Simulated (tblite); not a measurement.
Isomers of C7H12OSi. Level: GFN2-xTB in tblite, geometry and Hessian alike; calculated harmonic values, unscaled, isolated species. The method is semi-empirical: single wavenumbers can be off by several per cent or more. Modes of hydrogen on silicon can be 10 to 20 % off. One conformer each.

Electronic energies: GFN2-xTB at the same geometries; isomer energies are rough at this level and their order can be wrong.

```
                         SMILES  electronic energy, lowest = 0 (kJ/mol)
C=C(C)[C@@H]1C[C@@]1([SiH3])C=O                                    27.8
           CC(C)OC1=CC=C[SiH2]1                                     0.0
        C#C[C@](C)(C=O)CC[SiH3]                                   104.7
        C=CC[Si@@H]1CC[C@H]1C=O                                    72.6
            C=CCC(=C=O)[SiH2]CC                                    39.7
          C=CO/C=C/C(=C)[SiH2]C                                   104.5
           C1=C[Si@]2(CC1)CCOC2                                     1.2
```

Problem. How do GFN2-xTB zero-point energies change the relative energies?

Solution. 
```json
{"SMILES": "CC(C)OC1=CC=C[SiH2]1", "ZPE (kJ/mol)": "437.5", "of it from modes above 1550 cm⁻¹": "218.1", "electronic (kJ/mol)": "0.0", "with ZPE, lowest = 0 (kJ/mol)": "0.0", "lowest mode (cm⁻¹)": "55", "rings": "1"}
{"SMILES": "C1=C[Si@]2(CC1)CCOC2", "ZPE (kJ/mol)": "457.0", "of it from modes above 1550 cm⁻¹": "223.9", "electronic (kJ/mol)": "1.2", "with ZPE, lowest = 0 (kJ/mol)": "20.7", "lowest mode (cm⁻¹)": "39", "rings": "2"}
{"SMILES": "C=C(C)[C@@H]1C[C@@]1([SiH3])C=O", "ZPE (kJ/mol)": "426.0", "of it from modes above 1550 cm⁻¹": "224.3", "electronic (kJ/mol)": "27.8", "with ZPE, lowest = 0 (kJ/mol)": "16.3", "lowest mode (cm⁻¹)": "40", "rings": "1"}
{"SMILES": "C=CCC(=C=O)[SiH2]CC", "ZPE (kJ/mol)": "433.2", "of it from modes above 1550 cm⁻¹": "231.2", "electronic (kJ/mol)": "39.7", "with ZPE, lowest = 0 (kJ/mol)": "35.4", "lowest mode (cm⁻¹)": "13", "rings": "0"}
{"SMILES": "C=CC[Si@@H]1CC[C@H]1C=O", "ZPE (kJ/mol)": "441.0", "of it from modes above 1550 cm⁻¹": "231.5", "electronic (kJ/mol)": "72.6", "with ZPE, lowest = 0 (kJ/mol)": "76.1", "lowest mode (cm⁻¹)": "35", "rings": "1"}
{"SMILES": "C=CO/C=C/C(=C)[SiH2]C", "ZPE (kJ/mol)": "426.8", "of it from modes above 1550 cm⁻¹": "239.7", "electronic (kJ/mol)": "104.5", "with ZPE, lowest = 0 (kJ/mol)": "93.8", "lowest mode (cm⁻¹)": "48", "rings": "0"}
{"SMILES": "C#C[C@](C)(C=O)CC[SiH3]", "ZPE (kJ/mol)": "422.8", "of it from modes above 1550 cm⁻¹": "227.4", "electronic (kJ/mol)": "104.7", "with ZPE, lowest = 0 (kJ/mol)": "90.0", "lowest mode (cm⁻¹)": "50", "rings": "0"}
```

The zero-point energies span 34.2 kJ/mol, from `C#C[C@](C)(C=O)CC[SiH3]` to `C1=C[Si@]2(CC1)CCOC2`. The lowest isomer stays, but the order above it changes.

Problem. What do entropy and thermal enthalpy add at 298.15 K and 1 bar (rigid rotor, harmonic oscillator, one conformer each)?

Solution. 
```tsv
SMILES	point group	symmetry number	S (J/(mol K))	H − H(0) (kJ/mol)	ZPE + H − H(0) − TS (kJ/mol)
CC(C)OC1=CC=C[SiH2]1	C1	1	421.6	30.79	342.6
C1=C[Si@]2(CC1)CCOC2	C1	1	406.1	27.63	363.5
C=C(C)[C@@H]1C[C@@]1([SiH3])C=O	C1	1	444.7	33.19	326.6
C=CC[Si@@H]1CC[C@H]1C=O	C1	1	443.9	31.75	340.4
C#C[C@](C)(C=O)CC[SiH3]	C1	1	459.7	35.18	321.0
```

Not tabulated: `C=CCC(=C=O)[SiH2]CC` (lowest mode only 13 cm⁻¹); `C=CO/C=C/C(=C)[SiH2]C` (point group not settled).
